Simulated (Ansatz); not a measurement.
Geometry optimisation, Ansatz, RKS PBE0-D4/def2-SVP.

Input:

```yaml
crystal:
  periodic: [false, false, false]
  atoms:
    - { symbol: Sn, position_ang: [0.0, 0.0, 0.0] }
    - { symbol: O, position_ang: [0.0, 0.0, 1.96] }
    - { symbol: H, position_ang: [-0.9095, -0.2814, 2.2971] }
    - { symbol: O, position_ang: [1.8483, 0.0, -0.6527] }
    - { symbol: H, position_ang: [2.1646, -0.9521, -0.7693] }
    - { symbol: O, position_ang: [-0.9232, 1.5994, -0.6527] }
    - { symbol: H, position_ang: [-1.881, 1.3686, -0.8751] }
    - { symbol: O, position_ang: [-0.9232, -1.5994, -0.6527] }
    - { symbol: H, position_ang: [-1.3778, -2.065, 0.1197] }
basis:
  gaussian: { orbitals: def2-SVP }
hamiltonian:
  xc: pbe0
  dispersion: d4
relax:
  f_tol: 0.02
  max_steps: 40
```

Run as:

```bash
$ ansatz run input.yaml --threads 4 --pin off --max-ram 5120MiB --backend cpu --events-out ev --progress --plain --runs-dir out
```

Q: Where does it end, and by what steps?

A: It converged. After 10 steps the energy has fallen by 0.384 eV; H7 moved furthest, 0.95 Å.

| step | energy less start (eV) | largest force component (eV/Å) | accepted |
| --- | --- | --- | --- |
| 0 | 0.0000 | 1.966 | yes |
| 1 | -0.1722 | 1.435 | yes |
| 2 | -0.1962 | 1.734 | yes |
| 3 | -0.3030 | 0.268 | yes |
| 4 | -0.3223 | 0.226 | yes |
| 5 | -0.3480 | 0.157 | yes |
| 6 | -0.3538 | 0.194 | yes |
| 7 | -0.3714 | 0.177 | yes |
| 8 | -0.3779 | 0.156 | yes |
| 9 | -0.3832 | 0.038 | yes |
| 10 | -0.3840 | 0.008 | yes |

```xyz
9
Properties=species:S:1:pos:R:3
Sn -0.216 -0.215 0.089
O -0.278 -0.389 2.046
H -0.458 0.463 2.463
O 1.552 0.147 -0.689
H 2.010 -0.673 -0.910
O -1.350 1.328 -0.354
H -1.069 1.745 -1.178
O -0.791 -1.945 -0.646
H -1.402 -2.392 -0.047
```

Whether the end is a true minimum wasn't checked by a vibrational analysis.

The run took 20 s on 4 threads of Arm Neoverse V1, on a shared host, peak memory 0.24 GiB.
